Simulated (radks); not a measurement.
Spherical quantum dot in the effective-mass picture: electrons in a parabolic well V = omega^2 r^2 / 2 with omega = 0.805, all in effective atomic units (hartree* = m*/eps^2 hartree, bohr* = eps/m* bohr), one dielectric constant everywhere. Method: non-relativistic Kohn-Sham, r2SCAN, spin-polarised, spherical densities, generalised Kohn-Sham scheme; computed with a radial shooting solver with Libxc functionals. Levels are named by radial order and angular momentum (1s, 1p, 1d, 2s, ...), and open shells are averaged over m.

N = 10, configuration 1s2 1p6 1d(up 2, down 0). This is the lowest configuration that the search found. Occupied and some empty levels:

level,occupation,eigenvalue (hartree*),<r> (bohr*)
1s up,1,5.5059,1.719
1s down,1,5.5327,1.670
1p up,3,5.9635,2.119
1p down,3,6.0209,2.095
1d up,2,6.5000,2.412
1d down,0,6.5731,2.402
2s up,0,6.6438,2.098
2s down,0,6.6810,2.118
1f up,0,7.0972,2.657
1f down,0,7.1816,2.647
2p up,0,7.2787,2.404
2p down,0,7.3302,2.385

Energy (hartree*): total 39.8323, kinetic 6.6103, external 15.559, Hartree 21.506, exchange-correlation -3.8421.

Electron density:

r (bohr*),n(r) (e/bohr*^3)
0.0877,0.09133
0.418,0.1026
0.748,0.1233
1.08,0.1422
1.41,0.1489
1.74,0.1369
2.07,0.1081
2.40,0.07167
2.73,0.03932
3.06,0.01769
3.39,0.006470
3.72,0.001914
4.05,0.0004633
4.38,0.00009123
